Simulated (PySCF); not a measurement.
A GIAO shielding run with PySCF (density fitting, non-relativistic, gas phase) on SMILES C[Si@@H](N)[Si@@H](C)C[SiH3], C₃H₁₅NSi₃:

```
$ OMP_NUM_THREADS=1 python probes_run.py task.json out

{"job": {"kind": "nmr", "xc": "PBE0", "basis": "pcSseg-1"}, "charge": 0, "multiplicity": 1}
C     -1.982856     0.488422     1.577628
Si    -1.421634    -0.643992     0.154559
N     -2.706471    -0.544916    -1.000942
Si     0.490539     0.110390    -0.909983
C      0.285066     1.881469    -1.596996
C      1.989718     0.153245     0.275817
Si     2.626171    -1.521608     0.889519
H     -1.223945     0.540570     2.352402
H     -2.898132     0.134258     2.043176
H     -2.166082     1.499497     1.226242
H     -1.286643    -2.000668     0.741032
H     -3.659379    -0.623771    -0.682088
H     -2.607667    -1.020717    -1.882404
H      0.885652    -0.732078    -2.063544
H      1.186167     2.231990    -2.093295
H     -0.526654     1.930879    -2.316212
H      0.056509     2.586820    -0.802381
H      1.734067     0.767207     1.140999
H      2.812515     0.670137    -0.219566
H      3.084321    -2.329245    -0.243117
H      3.755833    -1.324483     1.807313
H      1.562496    -2.234020     1.600991
```

Hardware: 1 thread of an Arm Neoverse N1, shared host. The job also computes population analyses, field gradients.

Q: How large is the calculation?

A: 82 electrons, 215 basis functions and 1182 auxiliary functions.

Q: How long does it take, and how much memory does it need?

A: 79 s of wall time, with 13 SCF cycles and 4 response iterations; peak memory 1.1 GiB. Times on a shared host scatter by some tens of per cent.
